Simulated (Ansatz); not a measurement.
Energy differences in RhC (charge +1)

Computed with Ansatz's Gaussian-basis code (development build). Basis cc-pwCVTZ-PP on Rh, cc-pVTZ on C, scalar-relativistic core potentials (28 electrons on Rh), no spin–orbit coupling, 1 orbital frozen in the corrections; active space CAS(10,9). Restricted Hartree–Fock, then the lowest state-specific CASSCF solution met for each case. Coupled cluster stands on the determinant that it favours, not always the lowest RHF. On stretched bonds single-reference methods can fail or change state. Solutions in different active orbitals can move differences by tenths of an eV and at times more than 1 eV.

Case A, singlet: bond length 1.6130 Å.

Case B, triplet: the shape of A.

Energy less that of case A, in eV:

```tsv
case	RHF/ROHF	CASSCF	CCSD(T)
B	+1.052	+2.291	+1.987
```

Question: What does SC-NEVPT2 give for these differences?

Answer: B: +1.964 eV (45.3 kcal/mol).

Question: Which case is lowest, and do the methods agree?

Answer: A is lowest in SC-NEVPT2. Of the methods shown, RHF/ROHF, CASSCF, CCSD(T) agree.
